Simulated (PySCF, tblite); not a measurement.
Species: C4H5F4N.
SMILES with atom numbers: `[CH2:1]=[N:2][C@@H:3]([CH2:4][F:5])[C:6]([F:7])([F:8])[F:9]` (hydrogens: H10, H11 on C1; H12 on C3; H13, H14 on C4)

Computed with GFN2-xTB (tblite), gas phase: nudged elastic band of 9 images (0 to 8), spring 0.2 eV/Å², climbing image at the end, force threshold 0.05 eV/Å. The top image wasn't refined or checked by frequencies; at this threshold it can lie a kcal/mol or more above the true saddle point of the method.

Path: rotation about C3–C6 (sp3 carbon bound to nitrogen, CF3 carbon), followed by the dihedral N2–C3–C6–F7.

Image 0 (start, dihedral -59°):
```
atom  x, y, z in Å
C1     -1.925   -1.072   -0.086
N2     -0.807   -0.816    0.412
C3      0.033    0.193   -0.167
C4      0.354    1.255    0.893
F5     -0.732    2.065    1.062
C6      1.330   -0.483   -0.614
F7      1.973   -1.086    0.386
F8      2.188    0.404   -1.144
F9      1.107   -1.405   -1.557
H10    -2.527   -1.830    0.391
H11    -2.337   -0.576   -0.970
H12    -0.406    0.680   -1.058
H13     0.565    0.778    1.854
H14     1.185    1.893    0.575
```

Image 8 (end, 0.000 eV, dihedral 61°):
```
atom  x, y, z in Å
C1     -1.832   -1.184    0.319
N2     -0.708   -0.750    0.653
C3      0.008    0.147   -0.208
C4      0.301    1.450    0.546
F5     -0.840    2.199    0.605
C6      1.328   -0.525   -0.589
F7      1.125   -1.671   -1.248
F8      2.095   -0.804    0.466
F9      2.060    0.256   -1.400
H10    -2.340   -1.845    1.004
H11    -2.337   -0.936   -0.619
H12    -0.525    0.379   -1.149
H13     0.610    1.233    1.573
H14     1.053    2.050    0.023
```

Q: What do the inner images look like?

A: 
Image 1: +0.026 eV, dihedral -43°
```
atom  x, y, z in Å
C1     -1.912   -1.097   -0.038
N2     -0.796   -0.804    0.443
C3      0.031    0.196   -0.171
C4      0.350    1.292    0.853
F5     -0.747    2.092    1.007
C6      1.327   -0.492   -0.610
F7      1.806   -1.336    0.302
F8      2.306    0.391   -0.867
F9      1.143   -1.190   -1.738
H10    -2.494   -1.849    0.470
H11    -2.339   -0.641   -0.936
H12    -0.421    0.657   -1.069
H13     0.580    0.849    1.826
H14     1.167    1.932    0.506
```

Image 2: +0.070 eV, dihedral -28°
```
atom  x, y, z in Å
C1     -1.901   -1.110    0.014
N2     -0.784   -0.793    0.476
C3      0.033    0.191   -0.174
C4      0.339    1.324    0.815
F5     -0.775    2.102    0.953
C6      1.331   -0.504   -0.611
F7      1.655   -1.543    0.155
F8      2.391    0.320   -0.600
F9      1.227   -0.961   -1.867
H10    -2.472   -1.851    0.552
H11    -2.340   -0.688   -0.894
H12    -0.430    0.624   -1.081
H13     0.587    0.917    1.798
H14     1.138    1.972    0.443
```

Image 3: +0.106 eV, dihedral -12°
```
atom  x, y, z in Å
C1     -1.892   -1.124    0.066
N2     -0.776   -0.784    0.514
C3      0.031    0.183   -0.176
C4      0.331    1.351    0.773
F5     -0.793    2.117    0.900
C6      1.334   -0.512   -0.610
F7      1.515   -1.700   -0.036
F8      2.432    0.210   -0.339
F9      1.345   -0.719   -1.936
H10    -2.457   -1.851    0.628
H11    -2.336   -0.734   -0.855
H12    -0.449    0.583   -1.090
H13     0.598    0.980    1.766
H14     1.117    1.998    0.373
```

Image 4 (top): +0.113 eV, dihedral 3°
```
atom  x, y, z in Å
C1     -1.884   -1.140    0.117
N2     -0.768   -0.777    0.551
C3      0.023    0.173   -0.178
C4      0.327    1.374    0.728
F5     -0.798    2.139    0.843
C6      1.334   -0.515   -0.607
F7      1.391   -1.799   -0.257
F8      2.429    0.067   -0.096
F9      1.480   -0.474   -1.940
H10    -2.442   -1.855    0.700
H11    -2.333   -0.779   -0.814
H12    -0.472    0.538   -1.098
H13     0.607    1.036    1.730
H14     1.107    2.010    0.299
```

Image 5: +0.090 eV, dihedral 18°
```
atom  x, y, z in Å
C1     -1.874   -1.157    0.169
N2     -0.759   -0.772    0.585
C3      0.014    0.164   -0.182
C4      0.325    1.395    0.680
F5     -0.796    2.167    0.781
C6      1.330   -0.514   -0.601
F7      1.284   -1.842   -0.506
F8      2.384   -0.113    0.123
F9      1.627   -0.231   -1.879
H10    -2.424   -1.861    0.773
H11    -2.332   -0.827   -0.769
H12    -0.496    0.492   -1.108
H13     0.612    1.089    1.690
H14     1.105    2.011    0.223
```

Image 6: +0.049 eV, dihedral 33°
```
atom  x, y, z in Å
C1     -1.863   -1.174    0.218
N2     -0.748   -0.766    0.614
C3      0.004    0.157   -0.188
C4      0.323    1.414    0.632
F5     -0.794    2.193    0.719
C6      1.325   -0.513   -0.594
F7      1.202   -1.830   -0.760
F8      2.305   -0.321    0.296
F9      1.772   -0.017   -1.758
H10    -2.400   -1.867    0.846
H11    -2.333   -0.873   -0.723
H12    -0.516    0.449   -1.120
H13     0.619    1.137    1.648
H14     1.102    2.012    0.148
```

Image 7: +0.012 eV, dihedral 47°
```
atom  x, y, z in Å
C1     -1.849   -1.188    0.267
N2     -0.735   -0.756    0.636
C3     -0.002    0.154   -0.197
C4      0.319    1.433    0.585
F5     -0.799    2.212    0.663
C6      1.319   -0.514   -0.587
F7      1.146   -1.768   -1.011
F8      2.198   -0.555    0.418
F9      1.917    0.153   -1.588
H10    -2.369   -1.871    0.921
H11    -2.336   -0.919   -0.675
H12    -0.529    0.414   -1.135
H13     0.626    1.185    1.605
H14     1.090    2.020    0.075
```

The largest changes of bonds and angles from start to top: C3–C6 1.530 → 1.541 Å, C6–F9 1.337 → 1.342 Å, C3–C6–F8 111.4 → 113.2°, C4–C3–C6 109.3 → 110.2°, C3–C6–F9 111.7 → 110.8°. GFN2-xTB torsional profiles can miss by a kcal/mol or more and can put conformers in the wrong order.

Q: What do single points at PBE0/pcSseg-1 (PySCF, no dispersion term) give on some images?

A: 
| image | GFN2-xTB E (eV) | DFT E (eV) | HOMO (eV) | LUMO (eV) | dipole (D) |
| --- | --- | --- | --- | --- | --- |
| 0 | 0.000 | 0.000 | -8.02 | -0.89 | 1.68 |
| 2 | 0.070 | 0.126 | -7.96 | -0.87 | 1.62 |
| 4 | 0.113 | 0.181 | -7.97 | -0.86 | 1.61 |
| 6 | 0.049 | 0.064 | -8.01 | -0.88 | 1.67 |
| 8 | 0.000 | -0.004 | -8.02 | -0.89 | 1.68 |

Energies count from image 0 at each level. At the GFN2-xTB top the DFT energy is 4.2 kcal/mol against 2.6; the geometries weren't optimised at the DFT level.

The cost below is that of the whole band run. Cost: about 7 s of CPU time on one thread; the machine was shared, so the figure is rough.
